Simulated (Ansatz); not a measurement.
`[NH2][AlH][SiH](F)[SiH3]` and `F[SiH](F)[SiH3]` differ in one atom or group.

Ansatz, PBE0-D4/def2-TZVP geometries, multiplicity 1. Each molecule was computed in one conformer, which needn't be the lowest.

| property | `[NH2][AlH][SiH](F)[SiH3]` |
| --- | --- |
| size of the dipole moment (PBE/def2-TZVPP) / D | 1.53 |
| HOMO–LUMO gap (PBE0/def2-TZVPP) / eV | 5.87 |
| HOMO energy (PBE0/def2-TZVPP) / eV | -7.28 |
| LUMO energy (PBE/def2-TZVPP) / eV | -2.12 |
| size of the dipole moment (B3LYP/def2-TZVPP) / D | 1.51 |
| HOMO energy (B3LYP/def2-TZVPP) / eV | -7.08 |

(1) What does the change do to each property? (An estimate is asked.)

## Answers

(1) Ansatz gave: 
```
                                        property  `F[SiH](F)[SiH3]`  shift
  size of the dipole moment (PBE/def2-TZVPP) / D               1.53   0.00
            HOMO–LUMO gap (PBE0/def2-TZVPP) / eV               8.17   2.30
              HOMO energy (PBE0/def2-TZVPP) / eV              -8.59  -1.31
               LUMO energy (PBE/def2-TZVPP) / eV              -1.28   0.84
size of the dipole moment (B3LYP/def2-TZVPP) / D               1.66   0.15
             HOMO energy (B3LYP/def2-TZVPP) / eV              -8.40  -1.32
```

With PBE0 the HOMO falls by 1.31 eV and the LUMO rises by 0.97 eV, so the gap widens by about 2.28 eV. PBE moves the HOMO by -1.15 eV and ωB97M-V by -1.44 eV. Dipoles are sizes alone; their direction can turn.

B3LYP here is the variant with VWN-RPA as its local correlation; programs differ in this.
